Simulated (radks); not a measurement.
Results of a calculation; reference values are marked as such.
Effect of the nuclear size on the aluminium ion Al+, [Ne] 3s2. Code: a radial shooting solver on a logarithmic mesh with Libxc functionals. Model: Dirac Kohn-Sham, LDA (Slater exchange, Perdew-Wang correlation), spin-unpolarised, spherical densities, finite nucleus; Fermi nuclear charge, rms radius 3.061 fm. The rms radius is varied about that value; shifts are against it.

\begin{tabular}{lrrr}
rms radius (fm) & total energy shift (eV) & density at nucleus (e/bohr^3) & 1s1/2 shift (meV) \\ \hline
2.7243 & -0.000766 & 1491 & -0.318 \\
2.8529 & -0.000484 & 1490 & -0.201 \\
3.061 & 0 & 1489 & 0.000 \\
3.2171 & 0.000385 & 1488 & 0.160 \\
3.615 & 0.00145 & 1486 & 0.603 \\
\end{tabular}

Slopes of the eigenvalues against <r^2> in GHz/fm^2, as finite differences over the two radii next to the reference (eigenvalue slopes, not the field-shift constants of lines): 1s1/2 39.5.
